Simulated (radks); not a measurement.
Problem. The silicon ion Si2+, configuration [Ne] 3s1 4f1 (not the ground configuration). All-electron calculation, Dirac Kohn-Sham, SOGGA, spin-unpolarised, spherical densities, finite nucleus; open shells are shared between the two j in proportion to 2j + 1; Fermi nuclear charge, rms radius 3.1224 fm. Program: a radial shooting solver on a logarithmic mesh with Libxc functionals. Some entries of the table are withheld. Estimate them.

orbital      occ.  eigenvalue (eV)  r(max) (bohr)  <r^2> (bohr^2)
1s1/2           2        -1814.400        0.07270         0.01672
2s1/2           2        -170.1755         0.4546          0.3833
2p1/2           2        -126.9477            (1)             (2)
2p3/2           4        -126.2957            (3)             (4)
3s1/2           1         -34.1356          1.639           3.958
4f5/2    0.428571          -6.1702          5.374           38.18
4f7/2    0.571429          -6.1701          5.374           38.18

Solution. 
(1) 2p1/2 r(max) (bohr): 0.3859
(2) 2p1/2 <r^2> (bohr^2): 0.3576
(3) 2p3/2 r(max) (bohr): 0.3876
(4) 2p3/2 <r^2> (bohr^2): 0.3603
